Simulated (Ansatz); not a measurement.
Correlation energies of `FCC(F)(F)C(F)(F)C(F)(F)F` by basis set

```json
{"atom": "F1", "x (Å)": "-2.8551", "y (Å)": "-0.8214", "z (Å)": "-0.6667"}
{"atom": "C2", "x (Å)": "-1.7794", "y (Å)": "-0.8292", "z (Å)": "0.1735"}
{"atom": "C3", "x (Å)": "-0.6622", "y (Å)": "-0.0207", "z (Å)": "-0.4657"}
{"atom": "F4", "x (Å)": "-0.3349", "y (Å)": "-0.5509", "z (Å)": "-1.6586"}
{"atom": "F5", "x (Å)": "-1.0701", "y (Å)": "1.2453", "z (Å)": "-0.6725"}
{"atom": "C6", "x (Å)": "0.5990", "y (Å)": "0.0031", "z (Å)": "0.4300"}
{"atom": "F7", "x (Å)": "0.2599", "y (Å)": "0.5209", "z (Å)": "1.6236"}
{"atom": "F8", "x (Å)": "1.0085", "y (Å)": "-1.2637", "z (Å)": "0.6156"}
{"atom": "C9", "x (Å)": "1.8113", "y (Å)": "0.8125", "z (Å)": "-0.1013"}
{"atom": "F10", "x (Å)": "2.8016", "y (Å)": "0.7147", "z (Å)": "0.7786"}
{"atom": "F11", "x (Å)": "2.2275", "y (Å)": "0.3317", "z (Å)": "-1.2630"}
{"atom": "F12", "x (Å)": "1.4983", "y (Å)": "2.0910", "z (Å)": "-0.2463"}
{"atom": "H13", "x (Å)": "-2.0592", "y (Å)": "-0.3758", "z (Å)": "1.1265"}
{"atom": "H14", "x (Å)": "-1.4450", "y (Å)": "-1.8575", "z (Å)": "0.3263"}
```

The species carries charge 0 and has multiplicity 1. All single points use the PBE0-D4/def2-TZVP geometry. It is one conformer, not always the lowest. Frozen core, restricted reference, the Gaussian-basis code of Ansatz. CBS rows extrapolate triple and quadruple zeta; past MP2 they add the triple-zeta difference.

```csv
basis,HF (Eh),MP2 corr.,CCSD corr.,(T),CCSD(T) total
def2-SVP,-947.38160,?,-2.02450,-0.04321,?
def2-TZVPP,-948.55536,?,-2.62803,?,?
def2-QZVPP,?,-2.84581,–,–,–
CBS(def2),-948.60106,-3.02061,-3.03880,as TZ,-951.72697
```

Q: Fill in the withheld values. (Estimate.)

A: Ansatz gave: def2-SVP MP2 corr.: -1.98358; def2-SVP CCSD(T) total: -949.44931; def2-TZVPP MP2 corr.: -2.60984; def2-TZVPP (T): -0.08711; def2-TZVPP CCSD(T) total: -951.27050; def2-QZVPP HF (Eh): -948.59553.
